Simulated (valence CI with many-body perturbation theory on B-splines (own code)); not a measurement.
Which ion has this spectrum?

A relativistic CI+MBPT calculation for an atom or ion with 7 electrons gives these levels (× 10³ cm⁻¹):

| J | Parity | E | g |
| --- | --- | --- | --- |
| 3/2 | odd | 0.00 | 1.40 |
| 3/2 | odd | 1226.6 | 1.42 |
| 5/2 | odd | 1367.3 | 1.19 |
| 1/2 | odd | 1562.6 | 0.65 |
| 5/2 | even | 2638.3 | 1.50 |
| 3/2 | odd | 2795.9 | 1.27 |
| 1/2 | even | 3074.2 | 2.19 |
| 3/2 | even | 3084.6 | 1.25 |
| 3/2 | even | 4021.4 | 1.48 |
| 5/2 | even | 4238.0 | 1.27 |
| 1/2 | even | 4459.4 | 1.47 |
| 3/2 | even | 4555.5 | 1.10 |
| 1/2 | even | 5832.0 | 1.63 |
| 3/2 | odd | 6120.8 | 1.32 |

The energies are calculated, and their last digits are not significant.

**Question.** Which is it?
A. Tc36+
B. Ru37+
C. Ag40+
D. Pd39+

**Answer.** D. Pd39+, ground level (2s^2 2p1/2^2 2p3/2) J=3/2.
